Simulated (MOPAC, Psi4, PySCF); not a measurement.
Conformational energy of SMILES c1c(scc1)[SiH2]COC. Scanned: dihedral O2–C3–Si4–C5; all other coordinates were relaxed at GFN2-xTB. Points at φ and −φ are mirror images. Heavy atoms are numbered in the order of the SMILES COC[SiH2]c1cccs1, hydrogens after them in the order of the atoms that carry them; the mirror image has the same energies with the sign of each dihedral reversed.

RKS-B3LYP/LANL2DZ = restricted B3LYP/LANL2DZ, with its core potentials past Ne // GFN2-xTB (PySCF); PBE-D3(BJ)/def2-SVP // GFN2-xTB (Psi4); PM7, restricted, heats of formation // GFN2-xTB (MOPAC).

Energies in kcal/mol, each method relative to its own lowest point.

```tsv
φ / °	RKS-B3LYP/LANL2DZ	PBE-D3(BJ)/def2-SVP	PM7
-160	1.3	2.6	0.5
-140	2.2	3.6	0.9
-120	2.5	3.8	1.0
-100	2.0	3.0	0.7
-80	0.9	1.2	0.2
-60	0.0	0.0	0.0
-40	0.6	0.7	0.5
-20	1.6	2.2	1.4
0	2.2	3.0	1.9
20	1.6	2.2	1.4
40	0.6	0.7	0.5
60	0.0	0.0	0.0
80	0.9	1.2	0.2
100	2.0	3.0	0.7
120	2.5	3.8	1.0
140	2.2	3.6	0.9
160	1.3	2.6	0.5
180	0.8	2.1	0.3
```
